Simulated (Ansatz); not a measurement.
Relaxation of C₃H₁₀BNSn (16 atoms, charge 0, multiplicity 1), to a largest force component of 0.015 eV/Å in at most 40 steps.

The calculation used RKS B3LYP-D4/def2-SVP (Ansatz 0.2.0).

```xyz
16
Properties=species:S:1:pos:R:3
C -2.073 -0.904 0.022
C -0.917 -1.421 -0.098
B 0.388 -0.622 0.143
C 1.883 -1.377 0.041
Sn 0.433 1.538 0.647
N -0.394 2.628 -0.894
H -2.223 0.184 0.289
H -2.970 -1.439 -0.183
H -0.838 -2.450 -0.326
H 1.924 -1.800 -0.955
H 1.827 -2.216 0.804
H 2.664 -0.680 0.266
H 2.033 2.098 0.902
H -0.533 1.819 2.136
H 0.134 2.328 -1.748
H -1.361 2.293 -1.000
```

Problem. Where does it end, and by what steps?

Solution. The run converged. After 38 steps the energy has fallen by 0.820 eV; H15 moved furthest, 2.38 Å.

```json
{"step": "0", "energy less start (eV)": "0.0000", "largest force component (eV/Å)": "4.772", "accepted": "yes"}
{"step": "2", "energy less start (eV)": "-0.5515", "largest force component (eV/Å)": "1.421", "accepted": "no"}
{"step": "4", "energy less start (eV)": "-0.6350", "largest force component (eV/Å)": "0.186", "accepted": "yes"}
{"step": "6", "energy less start (eV)": "-0.6396", "largest force component (eV/Å)": "0.182", "accepted": "yes"}
{"step": "8", "energy less start (eV)": "-0.6456", "largest force component (eV/Å)": "0.138", "accepted": "yes"}
{"step": "10", "energy less start (eV)": "-0.6599", "largest force component (eV/Å)": "0.154", "accepted": "yes"}
{"step": "12", "energy less start (eV)": "-0.6657", "largest force component (eV/Å)": "0.085", "accepted": "yes"}
{"step": "14", "energy less start (eV)": "-0.6677", "largest force component (eV/Å)": "0.667", "accepted": "no"}
{"step": "16", "energy less start (eV)": "-0.6818", "largest force component (eV/Å)": "0.111", "accepted": "yes"}
{"step": "18", "energy less start (eV)": "-0.6925", "largest force component (eV/Å)": "0.636", "accepted": "yes"}
{"step": "20", "energy less start (eV)": "-0.7242", "largest force component (eV/Å)": "0.180", "accepted": "yes"}
{"step": "22", "energy less start (eV)": "-0.7598", "largest force component (eV/Å)": "0.667", "accepted": "yes"}
{"step": "24", "energy less start (eV)": "-0.7775", "largest force component (eV/Å)": "0.659", "accepted": "no"}
{"step": "26", "energy less start (eV)": "-0.8002", "largest force component (eV/Å)": "0.160", "accepted": "yes"}
{"step": "28", "energy less start (eV)": "-0.8078", "largest force component (eV/Å)": "0.196", "accepted": "yes"}
{"step": "30", "energy less start (eV)": "-0.8142", "largest force component (eV/Å)": "0.097", "accepted": "yes"}
{"step": "32", "energy less start (eV)": "-0.8176", "largest force component (eV/Å)": "0.096", "accepted": "yes"}
{"step": "34", "energy less start (eV)": "-0.8194", "largest force component (eV/Å)": "0.040", "accepted": "yes"}
{"step": "36", "energy less start (eV)": "-0.8196", "largest force component (eV/Å)": "0.016", "accepted": "yes"}
{"step": "38", "energy less start (eV)": "-0.8197", "largest force component (eV/Å)": "0.009", "accepted": "yes"}
```

```xyz
16
Properties=species:S:1:pos:R:3
C -1.996 -0.796 -0.481
C -0.837 -1.462 -0.282
B 0.502 -0.797 0.106
C 1.794 -1.639 0.396
Sn 0.633 1.469 0.384
N -1.086 2.384 -0.381
H -2.058 0.297 -0.388
H -2.920 -1.323 -0.749
H -0.860 -2.557 -0.401
H 1.751 -2.674 0.019
H 1.890 -1.702 1.500
H 2.729 -1.165 0.053
H 2.058 2.180 -0.322
H 0.622 1.977 2.037
H -1.186 3.344 -0.046
H -1.059 2.442 -1.401
```

Whether the end is a true minimum wasn't checked by a vibrational analysis.

Time of the run: 3.7 min on 2 threads of Arm Neoverse V2, with other jobs on the host, peak memory 0.46 GiB.
